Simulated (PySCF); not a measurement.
Two-component Hartree-Fock for Tm⁺ (thulium, charge +1)

Start: [Xe] 4f13 6s1; 4f5/2 filled at m_j = -5/2, -3/2, -1/2, +1/2, +3/2, +5/2; 4f7/2 filled at m_j = -5/2, -3/2, -1/2, +1/2, +3/2, +5/2, +7/2; 6s1/2 filled at m_j = +1/2. Calculated with PySCF 2.14 in x2c-SVPall-2c with one added diffuse shell each of s, p, d, f type (8s11p10d4f1g, 128 functions): generalised Hartree-Fock with the X2C-1e Hamiltonian and a Gaussian nucleus; one run each with spin-orbit coupling (SO) switched off, then screened by Boettger's factors.

| spinor shell | electrons | ε, spin-free (eV) | ε, screened SO (eV) | weight of nominal j (screened SO) | rms radius, screened SO (bohr) |
| --- | --- | --- | --- | --- | --- |
| 1s1/2 | 2 | -59695.8 | -59681.6 | 1.000 | 0.0227 |
| 2s1/2 | 2 | -10207.1 | -10202.7 | 1.000 | 0.0918 |
| 2p1/2 | 2 | -9011.4 | -9707.0 | 1.000 | 0.0783 |
| 3s1/2 | 2 | -2354.1 | -2352.8 | 1.000 | 0.235 |
| 3p1/2 | 2 | -1985.2 | -2134.6 | 1.000 | 0.227 |
| 3p3/2 | 4 | -1985.2 | -1922.0 | 1.000 | 0.241 |
| 3d3/2 | 4 | -1526.4 | -1553.6 | 1.000 | 0.214 |
| 3d5/2 | 6 | -1526.4 | -1507.2 | 1.000 | 0.218 |
| 4s1/2 | 2 | -495.93 | -495.59 | 1.000 | 0.530 |
| 4p1/2 | 2 | -372.20 | -406.64 | 0.999 | 0.543 |
| 4p3/2 | 4 | -372.20 | -357.60 | 1.000 | 0.574 |
| 4d3/2 | 4 | -204.71 | -210.99 | 0.993 | 0.612 |
| 4d5/2 | 6 | -204.71 | -200.31 | 0.995 | 0.624 |
| 5s1/2 | 2 | -71.102 | -71.064 | 1.000 | 1.33 |
| 5p1/2 | 2 | -39.781 | -44.243 | 0.992 | 1.51 |
| 5p3/2 | 4 | -39.781 | -37.935 | 0.996 | 1.63 |
| 4f5/2 | 6 | -20.066 | -21.166 | 0.944 | 0.876 |
| 4f7/2 | 7 | -20.066 | -19.017 | 0.952 | 0.904 |
| 6s1/2 | 1 | -11.159 | -11.164 | 1.000 | 4.05 |

Where does 2p3/2 lie, and what is the 2p spin-orbit splitting (screened SO)?

At -8721.0 eV, 986.05 eV above 2p1/2.

| quantity | spin-free | screened SO |
| --- | --- | --- |
| E (hartree) | -13556.58453 | -13568.51369 |
| M_J | 4 | 4 |
| ⟨J²⟩ | 20.012 | 20.012 |
| ⟨L²⟩ | 12.011 | 12.109 |
| ⟨S²⟩ | 2.001 | 2.102 |

Each row is a mean over spinors that exchange with the open shell spreads, by up to 9.471 eV (4d5/2).

Breit and QED terms are absent; they matter most for the inner s and p1/2 levels.

Densities and radii are taken from the X2C orbitals without a picture-change correction, which distorts them close to the nucleus.

Without spin-orbit coupling the j labels of p, d and f shells carry no meaning; the spin-free column gives the mean over the occupied spinors of each nl shell.
